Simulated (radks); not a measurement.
Results of a calculation; reference values are marked as such.
Q: Ionisation of the tin ion Sn2+, [Kr] 4d10 5s2, to Sn3+, [Kr] 4d10 5s1, under several functionals. Dirac Kohn-Sham, spin-unpolarised, spherical densities, finite nucleus; a radial shooting solver on a logarithmic mesh with Libxc functionals. The NIST Atomic Spectra Database gives 30.506 eV (measured). Rank these functionals by the error of their Delta-SCF ionisation energy: XLYP; exchange-only PBE; RPBE; revPBE; LDA (Slater exchange, VWN5 correlation); HCTH/407; AM05; BLYP.

A: From best to worst: RPBE 30.763 eV (+0.257); revPBE 30.798 eV (+0.292); exchange-only PBE 30.171 eV (-0.335); HCTH/407 30.933 eV (+0.427); AM05 30.983 eV (+0.477); BLYP 31.090 eV (+0.584); XLYP 31.117 eV (+0.611); LDA (Slater exchange, VWN5 correlation) 31.447 eV (+0.941). Spin polarisation and multiplet splitting are left out, so open shells lie too high by an amount that depends on their filling.

Beside tabulated values, note that spin-unpolarised runs miss the spin-polarisation part of the exchange energy of open shells.
